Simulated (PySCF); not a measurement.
**Electron correlation in Tc⁺ (technetium, charge +1)**

[Kr] 4d5 5s1, high-spin 7S determinant. All numbers are calculated (PySCF 2.14, scalar relativity by spin-free X2C-1e, in x2c-TZVPPall (8s6p6d2f1g, 79 functions)). Frozen: [Ar] 3d10; 14 electrons correlated.

| level | correlation energy (mhartree) |
| --- | --- |
| CCSD | -373.80 |
| (T) | -9.29 |
| CCSD(T) | -383.09 |

Diagnostics: T1 = 0.0068, D1 = 0.0319, largest double amplitude 0.020.

Cost of the coupled-cluster step: of the order of 9 core-seconds, for 14 correlated electrons.

Iterations:

```
CC2 = 0
CCSD nocc = (np.int64(10), np.int64(4)), nmo = (65, 65)
frozen orbitals [[0, 1, 2, 3, 4, 5, 6, 7, 8, 9, 10, 11, 12, 13], [0, 1, 2, 3, 4, 5, 6, 7, 8, 9, 10, 11, 12, 13]]
max_cycle = 100
direct = 0
conv_tol = 1e-08
conv_tol_normt = 1e-06
diis_space = 8
diis_start_cycle = 0
Init t2, MP2 energy = -0.370834650200529
Init E_corr(UCCSD) = -0.370834650200599
cycle = 1  E_corr(UCCSD) = -0.369358501371399  dE = 0.00147614883  norm(t1,t2) = 0.0365916
cycle = 2  E_corr(UCCSD) = -0.373373491486568  dE = -0.00401499012  norm(t1,t2) = 0.00775653
cycle = 3  E_corr(UCCSD) = -0.37372549023224  dE = -0.000351998746  norm(t1,t2) = 0.00307731
cycle = 4  E_corr(UCCSD) = -0.373833336251159  dE = -0.000107846019  norm(t1,t2) = 0.000537188
cycle = 5  E_corr(UCCSD) = -0.37380654357956  dE = 2.67926716e-05  norm(t1,t2) = 0.000101028
cycle = 6  E_corr(UCCSD) = -0.373802792001462  dE = 3.7515781e-06  norm(t1,t2) = 1.4532e-05
cycle = 7  E_corr(UCCSD) = -0.37380337260378  dE = -5.80602318e-07  norm(t1,t2) = 3.08315e-06
cycle = 8  E_corr(UCCSD) = -0.373803402716914  dE = -3.01131339e-08  norm(t1,t2) = 4.83758e-07
cycle = 9  E_corr(UCCSD) = -0.373803392182262  dE = 1.0534652e-08  norm(t1,t2) = 1.36017e-07
cycle = 10  E_corr(UCCSD) = -0.373803392338903  dE = -1.566412e-10  norm(t1,t2) = 1.72708e-08
UCCSD converged
E(UCCSD) = -4283.216742173533  E_corr = -0.373803392338903
UCCSD(T) correction = -0.00928635534689371
```

This basis was not built for core-valence correlation, so the inner-shell part is incomplete.
